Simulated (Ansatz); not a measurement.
AlGaH$_{3}$NO, SMILES `[NH2][Al]1[O][GaH]1`. Total charge 0; spin multiplicity 1. Correlated methods include outer-core shells of Ga, which these sets cover unevenly. Scalar relativity is left out up to krypton.

```tsv
atom	x (Å)	y (Å)	z (Å)
N1	0.274	-0.727	-1.736
Al2	0.050	-0.007	-0.149
O3	-0.679	-0.447	1.330
Ga4	-0.056	1.253	1.816
H5	-0.058	-1.639	-2.006
H6	0.753	-0.282	-2.502
H7	-0.284	1.848	3.248
```

**Question.** Give the diagnostics of a CCSD(T)/def2-TZVPP run (frozen core, Ansatz). (An estimate is asked.)

**Answer.** The calculation gave: T1 = 0.0168, largest single amplitude 0.050, largest double 0.064, (T) share of the correlation energy 4.2 %, 10 CCSD cycles. The RHF solution is stable towards an unrestricted one. T1 lies under the customary mark of 0.02 for closed shells.
